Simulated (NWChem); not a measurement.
# propylene glycol (C$_{3}$H$_{8}$O$_{2}$); SMILES CC(O)CO

```xyz
13

C     -0.6595     1.7382    -0.0198
C      0.0058     0.4294     0.3514
O      1.3664     0.3886    -0.0494
C     -0.6985    -0.7983    -0.2120
O      0.0079    -1.9579     0.1012
H     -0.0923     2.5873     0.3880
H     -0.7147     1.8562    -1.1158
H     -1.6871     1.7885     0.3712
H      0.0370     0.3233     1.4491
H      1.4037     0.6320    -0.9829
H     -1.7167    -0.8835     0.2029
H     -0.8122    -0.6634    -1.3129
H      0.9404    -1.7113     0.0162
```
Atoms are numbered in this order, from 1.

Computed with NWChem. Coordinates come from a PBE0/def2-SVP optimisation. Not confirmed as a minimum by frequencies. Level: PBE0/def2-SVP with SMD (1 M gas to 1 M solution), gas-phase geometry.

| solvent | dielectric constant | solvation free energy (kcal/mol) | cavity-dispersion-structure term (kcal/mol) | dipole in solution (D) |
|---|---|---|---|---|
| water | 78.4 | -8.0 | 2.8 | 3.27 |
| diethyl ether | 4.24 | -6.1 | -2.6 | 2.85 |
| 1,4-dioxane | 2.21 | -4.3 | -1.8 | 2.74 |
| toluene | 2.37 | -4.9 | -2.3 | 2.76 |
